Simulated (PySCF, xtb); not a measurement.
HOP, SMILES O=P.

GFN2-xTB (xtb) at its own geometry gives an orbital gap of 2.17 eV and a dipole moment of 2.06 D.

Geometry optimised at TPSSh-D3(BJ)/def2-TZVPD.

What does M06-2X/def2-TZVPD run with PySCF give? (Estimate from the structure and the level; the computed values follow.)

gap 6.57 eV (levels -8.90 and -2.33 eV), dipole 2.52 D.
